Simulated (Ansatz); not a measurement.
Harmonic frequencies (cm⁻¹) at PBE0-D4/def2-TZVP from Ansatz: 921, 1018, 1018, 2215, 2229, 2229.

Problem. Which molecule is it?
A. `C=O`
B. `[SbH3]`
C. `O=S(F)F`
D. `[AsH3]`

Solution. D.
